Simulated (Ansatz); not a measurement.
Reaction (redistribution): `C[N](C)[Nb](=[NH])([OH])[F]` + `C[O][Ga]([F])[SH]` → `C[O][Nb](=[NH])([OH])[F]` + `C[N](C)[Ga]([F])[SH]`

Gas-phase electronic energies from Ansatz, PBE0-D4/def2-TZVP geometries. CBS: MP2 limit from def2 TZ/QZ plus the TZ coupled-cluster correction, frozen cores. DFT in def2-TZVPP. B3LYP here is the variant with VWN-RPA as its local correlation; programs differ in this. Elements past krypton have def2 core potentials. For Ga, Nb outer-core shells are correlated without core-valence functions, which leaves a few kJ/mol of doubt a bond. Scalar relativity is left out up to krypton. One conformer a species, not always the lowest.

```json
{"level": "r2SCAN-D4", "ΔE (kJ/mol)": "-33.7"}
{"level": "PBE0-D4", "ΔE (kJ/mol)": "-36.0"}
{"level": "B3LYP-D4", "ΔE (kJ/mol)": "-37.0"}
{"level": "ωB97X-V", "ΔE (kJ/mol)": "-36.0"}
{"level": "ωB97M-V", "ΔE (kJ/mol)": "-34.6"}
{"level": "SCS-MP2/def2-TZVPP", "ΔE (kJ/mol)": "-27.1"}
{"level": "CCSD(T)/def2-TZVPP", "ΔE (kJ/mol)": "-28.5"}
{"level": "CCSD/CBS(def2)", "ΔE (kJ/mol)": "-33.2"}
```

What does CCSD(T)/CBS give? (An estimate is asked.)

Ansatz gave: -30.5 kJ/mol. The listed levels differ from it by -3.2, -5.5, -6.5, -5.5, -4.1, 3.4, 2.0, -2.7 kJ/mol.

Largest T1 diagnostic among the species: 0.020.

In def2-TZVPP, CCSD(T) changes the Hartree–Fock value by +11.4 kJ/mol (the triples alone add +2.7 kJ/mol) and MP2 by +14.3 kJ/mol.
